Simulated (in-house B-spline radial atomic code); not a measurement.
The numbers below are computed, except where a source is named.
Stopping and range of 80 keV Ni in Si

The pair potential comes from two frozen, spherical free-atom densities (PBE, B-spline radial code, scalar-relativistic past argon): electrostatics plus the change in Thomas-Fermi kinetic and Dirac exchange energy where they overlap, the recipe behind the universal ZBL potential, which averages such potentials (from solid-state densities) over many pairs. It is written V = (Z1 Z2 e²/r) φ(r/a), with e² = 14.3996 eV·Å and a = 0.46850 Å/(Z1^0.23 + Z2^0.23); ZBL's fit is φ = 0.18175 e^(−3.1998x) + 0.50986 e^(−0.94229x) + 0.28022 e^(−0.4029x) + 0.02817 e^(−0.20162x). Where φ falls below 4e-4 it is continued as an exponential.

The target is taken as amorphous, with density 2.329 g/cm³ (NSM archive of the Ioffe Institute); channelling is ignored. Masses: Ni 58.69, Si 28.09 u. Nuclear stopping is S_n = 4π a Z1 Z2 e² M1/(M1 + M2) × s_n(ε), with s_n integrated over impact parameters for each pair. Electronic stopping is Lindhard and Scharff's S_e = Z1^(1/6) 8π e² a0 Z1 Z2/(Z1^(2/3) + Z2^(2/3))^(3/2) × v/v0, with a0 = 0.529177 Å and v = v0 at 24.801 keV/u; it misses the oscillations with Z1 seen in experiment, which reach tens of per cent. Compounds add by atom fraction.

```json
{"target atom": "Si", "a (Å)": "0.11751", "ε at this energy": "0.5391", "s_n, this pair": "0.3647", "s_n, ZBL potential": "0.3418"}
```

Q: What are the atom density and the stopping powers at entry?

A: N = 2.329 × 0.602214/28.09 = 0.04993 atoms/Å³. For Si: S_n = 5637 × 0.3647 = 2056 eV·Å², S_e = 1.8609 × √80000 = 526.4 eV·Å². Averaged over the target's atoms and times N × 10 Å/nm, the ion loses N S_n = 1030 eV/nm to recoils and N S_e = 263 eV/nm to electrons; the nuclear share is 80 %.

Along the track:

```csv
E (keV),N S_n (eV/nm),N S_e (eV/nm)
4,686,58.8
12,917,102
24,1020,144
40,1050,186
60,1050,228
80,1030,263
```

Q: Estimate the path length and the projected range.

A: With continuous slowing down the path is the integral of dE/(N (S_n + S_e)). Trapezoids over the table give 65.1 nm, and the stretch below the first row, with stopping taken as √E, adds 2E/(N S) = 11 nm: 75.9 nm in all, against 73.8 nm on a fine grid from 5 eV. Deflections shorten the depth: to first order in the energy passed on, N (S_n + S_e) dR_p/dE = 1 − N S_n (M2/M1) R_p/(2E), summed over the target's atoms, and integrating this on the fine grid gives R_p = 57.6 nm, 0.78 of the path. Lindhard's rule of thumb R/(1 + M2/3M1), with mean M2/M1 = 0.48, gives 63.6 nm. On the ZBL potential the same equation gives 60.9 nm, and the full integral equation, which keeps hard collisions, 63.7 nm.
